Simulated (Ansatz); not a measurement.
System: sum formula SnOH, charge 1, multiplicity 1. It need not be the lowest isomer of its formula. 
Coordinates optimised at B3LYP-D3(BJ)/def2-TZVP (Ansatz, a program for electronic structure):
SMILES: [Sn]=[OH+]
```xyz
3

O      0.0000     0.0000    -1.5731
Sn     0.0000     0.0000     0.3024
H      0.0000     0.0000    -2.5373
```
Charge +1, spin multiplicity 1.

Basis-set convergence of Hartree-Fock and CCSD correlation energies (hartree) with Ansatz. Correlated levels leave the core frozen unless marked. No spin-orbit coupling. The frozen core is the preceding noble-gas configuration, with the filled d and f shells of earlier blocks. In def2 rows, elements after Kr have scalar-relativistic effective core potentials.

```
basis        functions       E(HF)  E(corr, CCSD)
-----------  ---------  ----------  -------------
def2-SVPD           63  -288.51402       -0.26389
def2-TZVPPD        113  -288.61362       -0.31301
def2-QZVPPD        187  -288.61873       -0.33220
```

Extrapolating the two largest sets (X = 3 and 4) as X^-3: E(corr) = (64·(-0.33220) - 27·(-0.31301))/37 = -0.3462 Eh, an estimate of the basis-set limit. The largest set recovers 96.0 % of it, the smallest 76.2 %.
